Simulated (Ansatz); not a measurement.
Geometry optimisation, RKS BLYP/def2-SVP (Ansatz).

input.yaml

```yaml
crystal:
  periodic: [false, false, false]
  atoms:
    - { symbol: C, position_ang: [0.1985, -2.9822, -0.1978] }
    - { symbol: C, position_ang: [0.2714, -1.7293, 0.3363] }
    - { symbol: O, position_ang: [-0.011, -0.5871, -0.3966] }
    - { symbol: Si, position_ang: [0.2538, 0.9268, 0.3143] }
    - { symbol: C, position_ang: [-0.0481, 2.2729, -0.9328] }
    - { symbol: O, position_ang: [-0.908, 1.0396, 1.5705] }
    - { symbol: H, position_ang: [-0.1289, -3.0508, -1.2401] }
    - { symbol: H, position_ang: [0.3921, -3.8157, 0.36] }
    - { symbol: H, position_ang: [0.585, -1.5733, 1.4106] }
    - { symbol: H, position_ang: [1.5394, 1.0258, 0.9246] }
    - { symbol: H, position_ang: [0.057, 3.2607, -0.4222] }
    - { symbol: H, position_ang: [0.7035, 2.2151, -1.7062] }
    - { symbol: H, position_ang: [-1.0963, 2.2676, -1.3797] }
    - { symbol: H, position_ang: [-1.8212, 0.7006, 1.3879] }
basis:
  gaussian: { orbitals: def2-SVP }
hamiltonian:
  xc: blyp
relax:
  f_tol: 0.02
  max_steps: 50
```

Launched with:

```bash
$ ansatz run input.yaml --threads 2 --pin off --max-ram 3072MiB --backend cpu --events-out ev --progress --plain --runs-dir out
```

Problem. Where does it end, and by what steps?

Solution. It converged. After 10 steps the energy has fallen by 0.359 eV; H9 moved furthest, 0.47 Å.

```
step  energy less start (eV)  largest force component (eV/Å)  accepted
   0                  0.0000                           3.791       yes
   1                 -0.2829                           1.087       yes
   2                 -0.3239                           0.369       yes
   3                 -0.3503                           0.146       yes
   4                 -0.3571                           0.083       yes
   5                 -0.3584                           0.053       yes
   6                 -0.3588                           0.022       yes
   7                 -0.3589                           0.023       yes
   8                 -0.3589                           0.039       yes
   9                 -0.3591                           0.027       yes
  10                 -0.3592                           0.013       yes
```

```xyz
14
Properties=species:S:1:pos:R:3
C 0.150 -2.950 -0.295
C 0.423 -1.765 0.282
O 0.031 -0.564 -0.256
Si 0.137 0.965 0.480
C -0.046 2.188 -0.934
O -1.023 1.155 1.682
H -0.418 -3.009 -1.235
H 0.503 -3.878 0.173
H 0.997 -1.702 1.227
H 1.431 1.071 1.218
H -0.027 3.231 -0.559
H 0.781 2.067 -1.664
H -0.999 2.033 -1.480
H -1.953 1.128 1.391
```

The run took 25 s on 2 threads of Intel(R) Xeon(R) Platinum 8488C (Sapphire Rapids), on a shared host, peak memory 0.19 GiB.
